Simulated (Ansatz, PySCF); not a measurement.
Process, species as SMILES: CC[Si](Cl)(Cl)Cl + 5 [H][H] (H2) → 2 C (CH4) + 3 Cl (HCl) + [SiH4] (SiH4)
Structures are relaxed separately at B3LYP-D3(BJ)/def2-TZVP in Ansatz (a quantum-chemistry and plane-wave program), one conformer each, not searched for the lowest. Frequencies are from Ansatz or PySCF.
Geometry of the first species:
```xyz
11

C     -2.6970    -0.3837     0.4577
C     -1.5994    -0.7241    -0.5564
Si     0.0742    -0.0557    -0.1231
Cl     1.4471    -0.5787    -1.5534
Cl     0.7055    -0.7973     1.6833
Cl     0.0248     1.9915     0.0103
H     -3.6531    -0.8051     0.1442
H     -2.4625    -0.7844     1.4445
H     -2.8236     0.6950     0.5569
H     -1.8481    -0.3353    -1.5481
H     -1.4889    -1.8069    -0.6652
```

Property: energy of full hydrogenation (0 K, with B3LYP-D3(BJ) harmonic zero-point energies), in eV. Cores are frozen in the correlated levels unless marked. No spin-orbit coupling. No relativistic terms. CBS marks a two-point X^-3 extrapolation of the correlation energy; Hartree-Fock from the larger set.

Level to compare with: CCSD(T)/CBS(cc-pV(T+d)Z,cc-pV(Q+d)Z) (Ansatz), 2.07 eV. It is a level with limits of its own, and the differences hold the functionals' basis error too.

Task: Rank these functionals by how close they come to CCSD(T)/CBS(cc-pV(T+d)Z,cc-pV(Q+d)Z), closest first: BLYP/def2-TZVPD (Ansatz); SVWN5/def2-TZVPD (Ansatz); PBE/def2-TZVPD (Ansatz).

Result: SVWN5/def2-TZVPD (LDA, 1.98 eV, difference -0.09), PBE/def2-TZVPD (GGA, 1.78 eV, difference -0.29), BLYP/def2-TZVPD (GGA, 1.45 eV, difference -0.62)
